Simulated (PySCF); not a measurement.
oxadisiletane (CH₆OSi₂), SMILES C1O[SiH2][SiH2]1.

The structure is a stationary point at TPSSh-D3(BJ)/def2-SVP.

Calculation: PBE/def2-TZVP (PySCF).

Symmetry labels are those of the subgroup Cs that the program uses (full group Cs).

Task: List the valence orbital energies around the gap with their symmetry. (An estimate is asked for; the answer gives what the named calculation found.)

Result: 
```
orbital  symmetry  energy (eV)
-------  --------  -----------
HOMO−7         A"       -11.04
HOMO−6         A'       -10.77
HOMO−5         A'       -10.08
HOMO−4         A"        -8.70
HOMO−3         A"        -8.48
HOMO−2         A'        -6.73
HOMO−1         A'        -6.60
HOMO           A"        -6.52
LUMO           A'        -1.32
LUMO+1         A'        -0.99
LUMO+2         A"        -0.66
LUMO+3         A'         0.30
```
